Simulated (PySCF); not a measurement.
PySCF was given this input:
```python
from pyscf import gto, scf, dft

mol = gto.Mole()
mol.atom = '''
    C    -1.238686   -0.165320    0.286963
    Si    0.676302   -0.007916   -0.063684
    H    -1.687626    0.461533    0.982087
    H    -1.985090   -0.504189   -0.422084
    H     1.278591   -0.647337    0.937174
    H     1.160177    1.292720   -0.384277
'''
mol.basis = 'sto-3g'
mol.charge = 0
mol.spin = 2
mol.verbose = 4
mol.build()

mf = dft.UKS(mol)
mf.xc = 'pbe0'
mf.kernel()
g = mf.nuc_grad_method()
grad = g.kernel()
```

Task: What does this run give for the number of basis functions, HOMO energy, dipole moment, total energy?

Result: 
The number of basis functions is 18, the HOMO energy comes out as -2.98 eV and the dipole moment is 0.52 D. The total energy comes out as -325.838028 Ha.

These values belong to the state on which the SCF converged, which isn't shown to be the lowest.
